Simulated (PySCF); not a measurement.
A family of related molecules: cyclic III–V and III–VI dimers. Gas-phase values, no solvent. Strings in code marks are SMILES. In the def2 sets, heavy atoms carry core potentials. All members: neutral, multiplicity 1. Level: TPSSh-D3(BJ)/def2-TZVP // CAM-B3LYP-D3(BJ)/def2-SVP (PySCF), beside PBE-D3(BJ)/def2-TZVP // CAM-B3LYP-D3(BJ)/def2-SVP (PySCF) at the same geometries. 

| species | HOMO–LUMO gap, PBE (eV) | HOMO–LUMO gap, TPSSh-D3(BJ) (eV) |
|---|---|---|
| `[InH2-]1[SbH2+][InH2-][SbH2+]1` | 3.96 | 4.75 |
| `[SeH+]1[InH2-][SeH+][InH2-]1` | 4.82 | 5.76 |
| `[BH2-]1[SeH+][BH2-][SeH+]1` | 5.21 | withheld |
| `[GaH2-]1[SeH+][GaH2-][SeH+]1` | 5.24 | 6.25 |
| `[NH2+]1[GaH2-][NH2+][GaH2-]1` | 5.63 | 6.77 |
| `[BH2-]1[OH+][BH2-][OH+]1` | 5.82 | 7.22 |

Question: Fit y = a + b·x, y being the HOMO–LUMO gap at the first level, to the 5 complete rows by least squares, with x = the PBE value in eV. Give a, b and the rms residual, and predict the withheld value.

Answer: Means of the 5 rows: x̄ = 5.094, ȳ = 6.15 eV. Σ(x − x̄)² = 2.1967 and Σ(x − x̄)(y − ȳ) = 2.8182, so b = 1.283 and a = ȳ − b·x̄ = -0.386 eV. The rms residual is 0.085 eV. At x = 5.21 the line gives 6.30 eV. The run for `[BH2-]1[SeH+][BH2-][SeH+]1` gave 6.23 eV, so the line is off by 0.07 eV, within twice the rms residual.

Codes: PySCF.
